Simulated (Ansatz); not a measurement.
Start from `OBCCO` and change one atom or group to get `OCCCF`.

Ansatz, PBE0-D4/def2-TZVP geometries, multiplicity 1. Each molecule was computed in one conformer, which needn't be the lowest.

| property | `OBCCO` |
| --- | --- |
| LUMO energy (PBE/def2-TZVPP) / eV | -1.12 |
| HOMO–LUMO gap (B3LYP/def2-TZVPP) / eV | 7.10 |
| LUMO energy (B3LYP/def2-TZVPP) / eV | -0.37 |
| size of the dipole moment (PBE/def2-TZVPP) / D | 2.15 |
| HOMO energy (PBE0/def2-TZVPP) / eV | -7.72 |
| HOMO–LUMO gap (PBE/def2-TZVPP) / eV | 4.93 |

(1) Give the same properties after the change, and the shifts. (Best estimate.)

## Answers

(1) The calculation gave: 
```csv
property,`OCCCF`,shift
LUMO energy (PBE/def2-TZVPP) / eV,0.21,1.33
HOMO–LUMO gap (B3LYP/def2-TZVPP) / eV,8.41,1.31
LUMO energy (B3LYP/def2-TZVPP) / eV,0.69,1.06
size of the dipole moment (PBE/def2-TZVPP) / D,1.30,-0.85
HOMO energy (PBE0/def2-TZVPP) / eV,-7.95,-0.23
HOMO–LUMO gap (PBE/def2-TZVPP) / eV,6.46,1.53
```

With PBE0 the HOMO falls by 0.23 eV and the LUMO rises by 1.20 eV, so the gap widens by about 1.43 eV. PBE moves the HOMO by -0.21 eV and ωB97M-V by -0.26 eV. Dipoles are sizes alone; their direction can turn.

B3LYP here is the variant with VWN-RPA as its local correlation; programs differ in this.
